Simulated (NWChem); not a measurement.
Molecule: C₂H₃BF₂O; SMILES O=CB(F)CF

```xyz
9

O     -1.0386     1.7184    -0.4484
C     -0.5172     1.1516     0.4870
B      0.6043     0.0793     0.1172
F      1.8514     0.4915    -0.0497
C      0.2702    -1.4283    -0.1634
F     -1.0245    -1.7466     0.1699
H     -0.8350     1.3821     1.5404
H      0.9696    -2.0814     0.3940
H      0.4439    -1.6464    -1.2360
```
Atoms are numbered in this order, from 1.

Level: PBE0/def2-SVP (NWChem), optimised geometry, unscaled harmonic frequencies. 

```csv
frequency (cm⁻¹),IR intensity (km/mol)
52,7.4
84,7.7
141,3.5
170,25.6
333,16.9
442,6.5
460,12.4
680,5.6
871,26.9
916,2.7
1113,96.2
1181,50.6
1244,1.7
1300,120.5
1402,45.9
1425,27.6
1442,50.7
1825,75.4
2878,113.3
3030,14.6
3080,8.4
```

| Item | Value |
|---|---|
| zero-point energy | 34.4 kcal/mol |
| thermal correction to the enthalpy at 298.15 K (with zero-point energy) | 39.3 kcal/mol |
| heat capacity Cv | 21.0 cal/(mol K) |
| entropy at 298.15 K and 1 atm (symmetry number 1) | 83.9 cal/(mol K) |
| dipole moment | 2.52 D |

Rigid rotor and harmonic oscillator; modes under 100 cm⁻¹ make the entropy uncertain.
